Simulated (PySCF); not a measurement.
**Computed structure and properties of [Dy(H2O)3]3+**

System: [Dy(H2O)3]3+ (singlet in the valence; each metal's 4f electrons, 9 of them, lie in its core potential, out of spins and levels); start: displaced along the imaginary mode (D3). Method: PySCF 2.14.0, RKS PBE, Dy lcecp-1-SVP with ECP55, O def2-SVP, H def2-SVP; non-relativistic Hamiltonian with scalar-relativistic core potentials where named; density fitting; no spin-orbit coupling.

Input of the relaxation:

```python
mol = gto.M(atom='''
Dy    -0.00000     0.00000     0.00000
O      2.26739    -0.00001    -0.00000
H      2.89287    -0.25002     0.77913
H      2.89287     0.24998    -0.77913
O     -1.13368     1.96363     0.00000
H     -1.22991     2.63031     0.77913
H     -1.66293     2.38031    -0.77913
O     -1.13371    -1.96361    -0.00000
H     -1.66296    -2.38029     0.77913
H     -1.22995    -2.63029    -0.77913''',
    basis={'Dy': 'lcecp-1-SVP', 'O': 'def2-SVP', 'H': 'def2-SVP'},
    ecp={'Dy': 'lcecp-1-SVP'},
    charge=3, spin=0)
mf = dft.RKS(mol, xc='PBE')
mf.grids.atom_grid = (50, 194)  # f atoms: unpruned, at least (60, 302)
mf = mf.density_fit()  # fitting sets: Dy AutoAux, O def2-universal-JKFIT, H def2-universal-JKFIT
mf.conv_tol = 1e-08; mf.max_cycle = 55
mf.kernel(dm0)  # dm0: converged density of the start geometry
# quasi-Newton relaxation in Cartesian coordinates to a largest gradient under 0.00045 Eh/bohr, steps kept in the point group
```

Run from Python with OMP_NUM_THREADS=2; the lines above give its settings. Where DIIS fails, smearing, a level shift and second-order steps follow.
It took 100 s on 2 threads of Arm Neoverse V1 (shared host), from the converged density of the start.

Course of the relaxation:

| step | energy above end (eV) | largest force component within the symmetry (eV/Å) |
| --- | --- | --- |
| 0 | 0.2732 | 1.072 |
| 1 | 0.1352 | 0.068 |
| 2 | 0.1255 | 0.054 |
| 3 | 0.1156 | 0.247 |
| 4 | 0.1098 | 0.302 |
| 5 | 0.0911 | 0.261 |
| 6 | 0.0688 | 0.073 |
| 7 | 0.0600 | 0.172 |
| 16 | 0.0039 | 0.021 |
| 17 | 0.0026 | 0.134 |
| 18 | 0.0017 | 0.031 |
| 19 | 0.0011 | 0.027 |
| 20 | 0.0005 | 0.097 |
| 21 | 0.0000 | 0.005 |
(The steps between are left out.)

Relaxed geometry (D3):

```xyz
10

Dy    0.0000    0.0000    0.0000
O     2.2532    0.0000    0.0000
H     2.8776   -0.7564    0.1927
H     2.8776    0.7564   -0.1927
O    -1.1266    1.9513    0.0000
H    -0.7837    2.8703    0.1927
H    -2.0939    2.1139   -0.1927
O    -1.1266   -1.9513    0.0000
H    -2.0939   -2.1139    0.1927
H    -0.7837   -2.8703   -0.1927
```

```json
{"contact": "Dy1–O2 (H2O)", "Å": "2.253"}
{"contact": "Dy1–O5 (H2O)", "Å": "2.253"}
{"contact": "Dy1–O8 (H2O)", "Å": "2.253"}
```

On the finer grid (75, 302):

| Quantity | Value |
| --- | --- |
| HOMO | -23.42 eV |
| LUMO | -17.96 eV |
| Dipole about the centre of mass | 0.00 D |
| Set of Mulliken populations of Dy1 outside the core potential | s 2.15, p 6.17, d 0.82, f 0.04 |
| D3(BJ) dispersion energy (not in the energies) | -0.136 eV |

```csv
atom,Mulliken (e),Löwdin (e),spin (e)
Dy1,1.82,1.53,0.00
O2,-0.27,0.05,0.00
H3,0.33,0.22,0.00
H4,0.33,0.22,0.00
O5,-0.27,0.05,0.00
H6,0.33,0.22,0.00
H7,0.33,0.22,0.00
O8,-0.27,0.05,0.00
H9,0.33,0.22,0.00
H10,0.33,0.22,0.00
```

The 4f levels lie in the core potential and are missing. Their spin isn't counted.

On the grid (50, 194), as all that follows. Harmonic modes: a minimum within the noise of the softest modes; lowest -22 cm⁻¹ (negative: unstable), highest 3457 cm⁻¹, zero-point energy 1.926 eV.

Taking off one H2O (charge 0, singlet; the rest: singlet) in vacuum, both parts rigid, costs 3.96 eV; the small basis without counterpoise inflates it. Parting with an electron moved from the ligand to the metal can be far cheaper, even downhill.

Rigid scan of H2O along the line from its metal:

(distance to O2 (Å), energy (eV)): (1.95, 0.714), (2.05, 0.271), (2.15, 0.058), (2.25, 0.000), (2.35, 0.043), (2.45, 0.150), (2.65, 0.464)

One start shape was tried, so this needn't be the lowest isomer.

An lcecp potential fixes the number of 4f electrons, so in runs with it no electron can move into or out of that shell.
